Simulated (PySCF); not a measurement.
C6H4ClF.
Geometry (GFN2-xTB, Å), atoms numbered from 1 in this order:
```xyz
12
C6H4ClF angstrom
F     -0.7538    2.6068    0.0100
C     -0.4045    1.3069    0.0053
C     -1.3963    0.3432    0.0409
C     -1.0213   -0.9894    0.0355
C      0.3149   -1.3481   -0.0068
C      1.2859   -0.3586   -0.0419
Cl     2.9529   -0.7994   -0.0947
C      0.9396    0.9831   -0.0364
H     -2.4321    0.6402    0.0729
H     -1.7775   -1.7585    0.0635
H      0.6063   -2.3860   -0.0117
H      1.6869    1.7592   -0.0627
```

Method: wB97X-D/def2-SVPD in PySCF (dipole) on a GFN2-xTB geometry, gas phase.

Take the most abundant isotopes and a rigid rotor. 

Q: Give the principal moments of inertia and the rotational constants in MHz.

A: Ia = 146.15, Ib = 427.63, Ic = 573.78 u·Å²; 505379 MHz·u·Å²/I gives A = 3458, B = 1182, C = 880.8 MHz.

Q: Classify the top.

A: An asymmetric top. Ray's parameter κ = (2B − A − C)/(A − C) = -0.766; −1 is the prolate and +1 the oblate limit.

Q: Is it planar, by Δ = Ic − Ia − Ib?

A: Planar: Δ = Ic − Ia − Ib = 0.00 u·Å². For a rigid frame Δ = −2 Σ m c², so it vanishes when all atoms lie in the ab plane; here none is more than 0.01 Å from it.

Q: Which types of transition are allowed, and where do some lines up to J = 5 fall?

A: The dipole components are |μa| = 0.43 D, |μb| = 1.61 D, |μc| = 0.00 D; the mirror of this Cs structure is the ab plane, so μc vanishes by symmetry and there are no c-type lines. The squared components, which scale the intensities, stand as 0.07 : 1.00 (a : b). Some lines, for components of 0.1 D or more:

| type | branch | J(Ka,Kc) | MHz | lower level (cm⁻¹) |
| --- | --- | --- | --- | --- |
| a | Q | 4(2,2) ← 4(2,3) | 404 | 1.011 |
| a | Q | 4(1,3) ← 4(1,4) | 2999 | 0.716 |
| b | R | 1(1,1) ← 0(0,0) | 4339 | 0.000 |
| a | Q | 5(1,4) ← 5(1,5) | 4471 | 1.032 |
| a | R | 3(0,3) ← 2(0,2) | 6078 | 0.205 |
| a | R | 3(2,2) ← 2(2,1) | 6188 | 0.530 |
| a | R | 3(2,1) ← 2(2,0) | 6298 | 0.531 |
| a | R | 3(1,2) ← 2(1,1) | 6621 | 0.302 |
| b | R | 5(0,5) ← 4(1,4) | 8558 | 0.716 |
| a | R | 5(4,2) ← 4(4,1) | 10375 | 1.984 |
| b | Q | 5(3,2) ← 5(2,3) | 11508 | 1.383 |
| b | R | 2(2,0) ← 1(1,1) | 11583 | 0.145 |
| b | Q | 4(3,2) ← 4(2,3) | 12223 | 1.011 |
| b | R | 3(2,2) ← 2(1,1) | 13016 | 0.302 |
| b | R | 4(2,2) ← 3(1,3) | 16832 | 0.463 |
| b | Q | 5(4,1) ← 5(3,2) | 16877 | 1.767 |
| b | R | 4(3,1) ← 3(2,2) | 20463 | 0.737 |
| b | Q | 5(5,0) ← 5(4,1) | 21781 | 2.330 |
| b | R | 5(3,2) ← 4(2,3) | 22661 | 1.011 |
| b | R | 5(4,2) ← 4(3,1) | 27303 | 1.419 |

Not checked by GFN2-xTB frequencies. No vibrational averaging or centrifugal distortion is included, and the geometry carries the error of its method. Quadrupole hyperfine structure (35Cl) is left out.

On an Arm Neoverse V2 with one thread, no GPU, on a shared host, this took 32 s of wall time. This is the wB97X-D/def2-SVPD job that gave the dipole, with the excitations it also computed.
